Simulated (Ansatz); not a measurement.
Complex (SMILES): Cl (HCl) with N#N (N2), atoms 1 to 2 the first; geometry from B3LYP-D3(BJ)/def2-TZVP, monomers rigid:
```xyz
4

Cl     1.0940     0.2553     0.1057
H     -0.1754     0.0770     0.1766
N     -3.5503    -0.4010     0.3596
N     -2.4723    -0.2486     0.3008
```

Basis-set convergence of the counterpoise-corrected interaction energy at B3LYP with Ansatz (a first-principles code). Cartesian d functions, on some or all atoms, in 6-31G*, 6-31G**; all else is spherical. The program fits the integrals of some runs and decomposes those of others, by size. No added dispersion term, no relativity. Functions are those of the species that has most. Reference: the value in aug-pcseg-3, -0.69 kcal/mol. Deviations are taken from unrounded values. Cost is core time over that of jun-cc-pV(T+d)Z, rough, on shared machines of one kind; a dash marks a row that isn't timed (too short, read off another run, short of memory, by another algorithm or on other hardware).

| basis | functions | counterpoise-corrected interaction energy (kcal/mol) | minus reference (kcal/mol) | cost |
|---|---|---|---|---|
| 3-21G | 33 | -1.88 | -1.19 | - |
| 6-31G | 33 | -1.49 | -0.80 | - |
| 6-31G* | 51 | -0.95 | -0.26 | - |
| def2-SVP | 51 | -0.89 | -0.20 | - |
| pcseg-1 | 51 | -1.06 | -0.37 | - |
| 6-31G** | 54 | -0.99 | -0.31 | - |
| cc-pV(D+d)Z | 56 | -1.07 | -0.38 | - |
| def2-SVPD | 75 | -0.90 | -0.21 | - |
| aug-pcseg-1 | 82 | -0.64 | 0.05 | - |
| def2-TZVP | 105 | -0.74 | -0.05 | - |
| pcseg-2 | 108 | -0.75 | -0.06 | 0.6× |
| def2-TZVPP | 118 | -0.71 | -0.03 | 0.6× |
| def2-TZVPD | 129 | -0.69 | 0.00 | 0.7× |
| jun-cc-pV(T+d)Z | 140 | -0.68 | 0.00 | 1× |
| def2-TZVPPD | 142 | -0.68 | 0.00 | 1× |
| cc-pV(Q+d)Z | 204 | -0.76 | -0.07 | 1× |
| pcseg-3 | 217 | -0.71 | -0.02 | 2× |
| cc-pV(5+d)Z | 337 | -0.71 | -0.02 | 4× |
